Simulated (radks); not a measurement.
Values are calculated unless marked as measured or tabulated.
Problem. All-electron atom: Cr+ in [Ar] 3d5. Level of theory: Dirac Kohn-Sham, LDA (Slater exchange, Perdew-Wang correlation), spin-unpolarised, spherical densities, point nucleus; open shells fill j = l - 1/2 first (a radial shooting solver on a logarithmic mesh with Libxc functionals). Some entries of the table are withheld. Estimate them.

orbital  occ.  eigenvalue (eV)  <r> (bohr)  r(max) (bohr)
1s1/2       2        -5872.624     0.06367        0.04168
2s1/2       2        -672.0695      0.2937         0.2441
2p1/2       2        -572.6932      0.2582            (1)
2p3/2       4        -564.0655      0.2611            (2)
3s1/2       2         -80.5793      0.9050         0.7777
3p1/2       2         -53.0935      0.9630            (3)
3p3/2       4         -52.0725      0.9724            (4)
3d3/2       4         -10.1808       1.410         0.8362
4s1/2       0         -10.1722       3.024          2.561
3d5/2       1         -10.1000       1.417         0.8391
4p1/2       0          -6.1296       3.817          3.186
4p3/2       0          -6.0727       3.845          3.212

Solution. 
(1) 2p1/2 r(max) (bohr): 0.1961
(2) 2p3/2 r(max) (bohr): 0.1984
(3) 3p1/2 r(max) (bohr): 0.7935
(4) 3p3/2 r(max) (bohr): 0.8006
